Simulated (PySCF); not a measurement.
PySCF input:

```python
from pyscf import gto, scf, mp, cc as ccmod

mol = gto.M(
    atom='''
    Si   -0.11279078   -0.04753227    0.67989811
    O     0.43321028   -1.25423642   -0.49036843
    H     1.18036507   -0.89573951   -0.98392959
    O    -0.28070294    1.31850603   -0.42893945
    H    -0.82135288    1.04703434   -1.18018088
    ''',
    basis='cc-pvdz',
    charge=-1,
    spin=1,
    verbose=4,
)

mf = scf.UHF(mol)
mf.conv_tol = 1e-10
mf.max_cycle = 100
mf.kernel()
mo, _, stable, _ = mf.stability(return_status=True)
if not stable:
    mf.kernel(mf.make_rdm1(mo, mf.mo_occ))
mp2 = mp.MP2(mf, frozen=7).run()
cc = ccmod.CCSD(mf, frozen=7)
cc.max_cycle = 100
cc.kernel()
et = cc.ccsd_t()
print(f'E(CCSD(T)) = {cc.e_tot + et:.9f}')
```

Task: What final total energy does it print?

Result: -440.32927 Eh (CCSD(T)/cc-pVDZ).
